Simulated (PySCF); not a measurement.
C2H7Al. Atoms are numbered in the order given.

```xyz
10

Al    -0.1369    -1.2824     0.0000
H      0.8273    -2.5475     0.0000
H     -1.7123    -1.5073     0.0000
C      0.6377     0.5266     0.0000
C     -0.3344     1.7163     0.0000
H      1.3209     0.5860    -0.8709
H      1.3209     0.5860     0.8709
H     -0.9935     1.7049     0.8840
H     -0.9935     1.7049    -0.8840
H      0.1904     2.6871     0.0000
```

Geometry: B3LYP-D3(BJ)/def2-SVP.

Calculation: B3LYP/def2-TZVPD (PySCF).

Symmetry labels are those of the subgroup Cs that the program uses (full group Cs).

Computed valence orbital energies around the gap with their symmetry:
```
orbital  symmetry  energy (eV)
-------  --------  -----------
HOMO−7         A'       -16.54
HOMO−6         A"       -11.86
HOMO−5         A'       -11.63
HOMO−4         A'       -10.64
HOMO−3         A'        -9.97
HOMO−2         A"        -9.42
HOMO−1         A'        -8.09
HOMO           A'        -7.35
LUMO           A"        -1.54
LUMO+1         A'        -0.13
LUMO+2         A'         0.57
LUMO+3         A'         0.72
```
